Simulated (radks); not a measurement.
Er XXXIV, 35 electrons, occupied as [Ar] 3d10 4s2 4p5 (the NIST ground configuration).

Method: scalar-relativistic Kohn-Sham, SCAN, spin-polarised, spherical densities, finite nucleus; open shells are filled with parallel spins first (spin-orbit coupling, left out, can overturn this in heavy ions); meta-GGA in the generalised Kohn-Sham scheme; Fermi nuclear charge, rms radius 5.2516 fm; computed with a radial shooting solver on a logarithmic mesh with Libxc functionals.

Energy parts (eV):
part                      energy
total                 -339842.36
kinetic                369791.07
electron-nucleus      -784528.71
Hartree                 81114.96
exchange-correlation    -6219.68

Orbitals (lengths in bohr, moments of r in powers of bohr; r(90%) holds 90 % of the orbital's charge):
orbital,occ.,eigenvalue (eV),<1/r>,<r>,r(90%)
1s up,1,-58761.11,77.54,0.02037,0.0369
1s down,1,-58760.25,77.54,0.02037,0.0369
2s up,1,-10989.27,18.09,0.08635,0.134
2s down,1,-10988.78,18.09,0.08635,0.134
2p up,3,-9869.285,16.69,0.07664,0.125
2p down,3,-9868.474,16.69,0.07664,0.125
3s up,1,-3443.791,6.758,0.2225,0.326
3s down,1,-3443.182,6.756,0.2225,0.325
3p up,3,-3100.031,6.316,0.2211,0.330
3p down,3,-3099.188,6.316,0.2211,0.330
3d up,5,-2678.958,5.982,0.2000,0.310
3d down,5,-2677.949,5.983,0.2000,0.309
4s up,1,-1547.710,3.185,0.4571,0.646
4s down,1,-1542.953,3.184,0.4572,0.646
4p up,3,-1419.657,3.004,0.4691,0.668
4p down,2,-1414.970,3.003,0.4693,0.669

The highest occupied level is 4p down at -1415.0 eV. The density falls to 0.001 e/bohr^3 at r = 1.16 bohr. The spin density at the nucleus is 8.637 e/bohr^3 (1s -4.089, 2s 2.206, 3s 8.238, 4s 2.283).

Empty levels of this run are not shown, since the potential may be unsettled where no density lies.
